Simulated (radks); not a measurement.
Initial-state core-level shifts of neutral thulium when its valence configuration changes from [Xe] 4f13 6s2. All-electron calculation, Dirac Kohn-Sham, BLYP, spin-unpolarised, spherical densities, finite nucleus; open shells fill j = l - 1/2 first; Fermi nuclear charge, rms radius 5.2256 fm. Program: a radial shooting solver on a logarithmic mesh with Libxc functionals. Shifts are changes of the shell-averaged eigenvalues in eV (positive: less bound); the change of the density at the nucleus, which sets a Mossbauer isomer shift, is in e/bohr^3, on a base of 9.5e+05.

valence,1s,3s,4s,5s,density at nucleus
4f13 5d1 6s1,+0.375,+0.404,+0.420,+0.542,-36.44
4f12 6s2 6p1,-9.446,-10.697,-10.506,-7.239,+66.49
4f13 6p2,-2.550,-2.484,-2.503,-2.620,-67.30
4f11 6s2 6p2,-20.499,-23.428,-22.771,-14.901,+147.88
4f13 5d1 6p1,-0.593,-0.532,-0.522,-0.436,-69.29
4f13 5d2,+0.441,+0.504,+0.532,+0.753,-69.88
4f12 5d1 6s2,-6.442,-7.666,-7.455,-4.111,+46.96
4f13 5d0.5 6s1.5,+0.253,+0.266,+0.275,+0.340,-18.86
4f12.5 6s2 6p0.5,-4.471,-5.034,-4.970,-3.530,+30.92
